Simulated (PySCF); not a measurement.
**Se: excitation energy**

Se [Ar] 3d10 4s2 4p4 (3P) → Se [Ar] 3d10 4s1 4p4 5s1 (5P), as a difference of total energies. Calculation: PySCF 2.14, in x2c-QZVPPall with one added diffuse shell each of s, p, d, f type (12s9p6d5f1g, 113 functions); the spin-free X2C one-electron Hamiltonian (Gaussian nucleus). Correlated levels: valence: [Ar] 3d10 frozen; valence and next inner shell: [Ne] frozen. The calculations carry no spin-orbit coupling.

```tsv
method	excitation energy (cm⁻¹)
UHF	130790
LDA	139970
PBE	137870
PBE0	138210
r2SCAN	137410
HSE06	138660
BLYP	139810
TPSSh	138720
MP2 (valence)	133270
SCS-MP2 (valence)	134740
MP2 (valence and next inner shell)	135880
SCS-MP2 (valence and next inner shell)	136700
```

A first-order spin-orbit estimate (lowest level to lowest level, LS coupling) adds -0.024 eV.

The upper state lies above the first ionisation limit, where it may autoionise and the basis confines it. A Rydberg-like electron needs more diffuse functions than a valence basis has.

The promoted electron is Rydberg-like, and one or two diffuse shells describe it only roughly, which tends to raise the upper state.
